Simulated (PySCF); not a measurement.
# Radial density of Ar (argon, neutral)

UHF, [Ar], closed-shell 1S. All numbers are calculated (PySCF 2.14, the spin-free X2C one-electron Hamiltonian (Gaussian nucleus), in x2c-TZVPall (5s5p2d1f, 37 functions)).

| r (bohr) | 4πr²ρ (e/bohr) |
| --- | --- |
| 0.00144 | 0.1147 |
| 0.00242 | 0.3064 |
| 0.00407 | 0.7812 |
| 0.00685 | 1.936 |
| 0.0115 | 4.502 |
| 0.0194 | 9.400 |
| 0.0326 | 16.29 |
| 0.0548 | 20.90 |
| 0.0922 | 17.75 |
| 0.155 | 14.75 |
| 0.261 | 20.76 |
| 0.439 | 14.75 |
| 0.738 | 4.484 |
| 1.24 | 5.761 |
| 2.09 | 2.652 |
| 3.51 | 0.2568 |
| 5.91 | 0.0008206 |

Densities and radii are taken from the X2C orbitals without a picture-change correction, which distorts them close to the nucleus.
